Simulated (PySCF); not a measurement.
# The first ionisation energy along the 3d series

All values are computed (PySCF 2.14, energy differences of UHF-based or UKS calculations, no spin-orbit coupling). Values in eV. The last column holds reference values (NIST; (s) semi-empirical, (t) theoretical, else measured). Unmarked ones compare directly (S terms, centres of terms, or small fine structure); those marked * lie between the lowest fine-structure levels and include a spin-orbit shift.

```csv
element,configurations,UHF,MP2 (valence),SCS-MP2 (valence),reference
"Sc (def2-SVP, non-relativistic)",[Ar] 3d1 4s2 → [Ar] 3d1 4s1,5.371,5.946,6.059,6.562
"Ti (def2-SVP, non-relativistic)",[Ar] 3d2 4s2 → [Ar] 3d2 4s1,5.529,6.134,6.252,6.828
"V (def2-SVP, non-relativistic)",[Ar] 3d3 4s2 → [Ar] 3d4,6.046,6.236,6.646,6.732
"Mn (def2-SVP, non-relativistic)",[Ar] 3d5 4s2 → [Ar] 3d5 4s1,5.954,6.603,6.723,7.434
"Fe (def2-SVP, non-relativistic)",[Ar] 3d6 4s2 → [Ar] 3d6 4s1,6.311,6.993,7.104,7.904
"Co (def2-SVP, non-relativistic)",[Ar] 3d7 4s2 → [Ar] 3d8,8.178,7.216,7.370,7.869
"Ni (def2-SVP, non-relativistic)",[Ar] 3d8 4s2 → [Ar] 3d9,8.102,6.796,7.066,7.640 *
"Zn (def2-SVP, non-relativistic)",[Ar] 3d10 4s2 → [Ar] 3d10 4s1,7.520,8.298,8.360,9.394
```

```json
{"method": "UHF", "elements": "7", "mean error (eV)": "-1.117", "mean absolute error (eV)": "1.205", "largest error (eV)": "-1.874"}
{"method": "MP2 (valence)", "elements": "7", "mean error (eV)": "-0.757", "mean absolute error (eV)": "0.757", "largest error (eV)": "-1.096"}
{"method": "SCS-MP2 (valence)", "elements": "7", "mean error (eV)": "-0.601", "mean absolute error (eV)": "0.601", "largest error (eV)": "-1.034"}
```

Errors include the incompleteness of the basis and the frozen core.

"Valence" correlates the outer s and p shells and, in groups 3 to 12 and the f block, the outer d or f shell, open or full, or the next shell where the ion has no valence electron left; the wider scheme adds the next inner shell.
